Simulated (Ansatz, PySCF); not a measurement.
Molecule: H₇SiN₃O, charge 0, multiplicity 1. SMILES: N[Si](N)(N)O
Structure (B3LYP-D3(BJ)/def2-TZVP (Ansatz, a first-principles code) minimum search):
```xyz
12

N     -0.8475     1.3838    -0.5632
Si    -0.0011     0.0044    -0.0139
N     -1.1967    -1.1833     0.2732
N      0.9196    -0.0129     1.4433
O      1.1050    -0.1937    -1.2296
H     -1.6142     1.7785    -0.0458
H     -0.3994     2.0570    -1.1619
H     -0.9787    -2.0404     0.7541
H     -1.9672    -1.2921    -0.3655
H      1.7672     0.5298     1.5030
H      0.4419    -0.0250     2.3311
H      1.7983    -0.8347    -1.0569
```

Quantity: atomisation energy, in kcal/mol. Conventions: LANL2DZ with its own core potentials from Na on; valence correlation only; non-relativistic; UHF or UKS for open shells; six Cartesian d functions in 6-31G* and its kin unless marked 5d; dispersion terms only where a functional's name holds one; 6-311+G** with 5d, 6d on Na to Ar in Ansatz; atomisation electronic, to ground-state atoms; no spin-orbit coupling. CBS(X,Y): correlation extrapolated as X^-3; Hartree-Fock from the larger set. Ab initio and DFT rows: single points at B3LYP-D3(BJ) geometries (Ansatz).

Coupled cluster (Ansatz) is a level with limits of its own, used here on species with T1 under 0.025 (0.045 for open shells) and stable references: CCSD(T)/CBS(aug-cc-pV(T+d)Z,aug-cc-pV(Q+d)Z).

Value to compare with, CCSD(T)/CBS(aug-cc-pV(T+d)Z,aug-cc-pV(Q+d)Z) (Ansatz): 1066.4 kcal/mol.

```csv
level,program,atomisation energy (kcal/mol),difference
HF/STO-3G,Ansatz,700.8,-365.6
HF/6-311+G**,Ansatz,697.9,-368.5
PBE/STO-3G,Ansatz,1096.5,30.1
PBE/6-31G*,Ansatz,1039.2,-27.2
B3LYP/6-31G*,Ansatz,1019.1,-47.3
B3LYP/def2-SVP,Ansatz,1035.5,-30.9
PBE0/6-311+G**,Ansatz,1032.0,-34.4
M06-2X/6-31G* (5d),PySCF,1027.5,-38.9
MP2/LANL2DZ,Ansatz,835.7,-230.7
MP2/6-31G*,Ansatz,930.3,-136.1
B3LYP-D3(BJ)/def2-TZVPD,Ansatz + dftd3,1064.5,-1.9
wB97M-V/def2-TZVPD,Ansatz,1066.9,0.5
```

Among the 10 habitual levels, HF/6-311+G** lies farthest from CCSD(T)/CBS(aug-cc-pV(T+d)Z,aug-cc-pV(Q+d)Z) (Ansatz) (-368.5 kcal/mol) and PBE/6-31G* nearest (-27.2); 1 of 10 lie above it, and their mean absolute difference is 131.0 kcal/mol, the median 43.1. One case shows no general order.

The levels are drawn from those run, B3LYP/6-31G* more often than the rest, none by its result; left out are runs that failed, that the program found above a lower state of the same kind, or whose <S^2> lies over 0.5 above the pure value.
